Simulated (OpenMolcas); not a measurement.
Yb3+ among 6 point charges of -1 e arranged as a tetragonal octahedron (D4h). The axial distance is 1.03 times the equatorial one, R.

| Item | Value |
| --- | --- |
| Program | OpenMolcas |
| Method | CASSCF |
| Basis | ANO-RCC-VDZP [7s6p4d2f1g] |
| Scalar Hamiltonian | DKH2, point nucleus |
| Active space | 13 electrons in 7 orbitals (4f) |
| State averaging | 2S+1 = 2 odd, 7 roots |
| Spin-orbit coupling | state interaction with AMFI integrals over the reference wave functions |

All point charges move together. At R = 2.54 Å the width of the lowest J multiplet is 214 cm-1, and at R = 3.02 Å it is 102 cm-1.

**Question.** A third run gives 157 cm-1. What distance was it run at?

**Answer.** With a power law R^-n the two known points give n = -ln(102 / 214) / ln(3.02 / 2.54) = 4.28. Then R = 2.54 × (214 / 157)^(1/4.28) = 2.731 Å. The run was at 2.73 Å, so the estimate is off by +0.001 Å.

Point charges carry no covalency, so the field is a model and not that of real ligands. No measured value stands beside these numbers.
